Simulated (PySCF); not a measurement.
## Electron correlation in Au⁺ (gold, charge +1)

Starting occupation: [Xe] 4f14 5d9 6p1, 5d3/2 with m_j = -3/2, -1/2, +1/2, +3/2, 5d5/2 with m_j = -3/2, -1/2, +1/2, +3/2, +5/2, 6p3/2 with m_j = +3/2. All numbers are calculated (PySCF 2.14, X2C-1e with screened-nucleus spin-orbit coupling, Gaussian nucleus, in x2c-TZVPall-2c with one added diffuse shell each of s, p, d type (12s12p11d2f, 117 functions)). Frozen: [Kr] 4d10 4f14; 18 electrons correlated; the 34 highest virtual spinors left out.

MP2 pair energies summed by pair of shells (mhartree):

```
 pair   energy  share (%)
5d-5d  -177.09       50.1
5d-5p   -91.90       26.0
5p-5p   -28.27        8.0
5d-6p   -21.82        6.2
5d-5s   -15.50        4.4
5p-5s   -13.18        3.7
5p-6p    -2.94        0.8
5s-5s    -2.49        0.7
5s-6p    -0.17        0.0
```

Total MP2 correlation energy: -353.37 mhartree.

The GHF reference relaxed away from the jj start to a determinant that is no pure jj level (⟨S²⟩ = 2.23, ⟨J²⟩ = 20.27); the energies belong to that determinant.

This basis was not built for core-valence correlation, so the inner-shell part is incomplete.
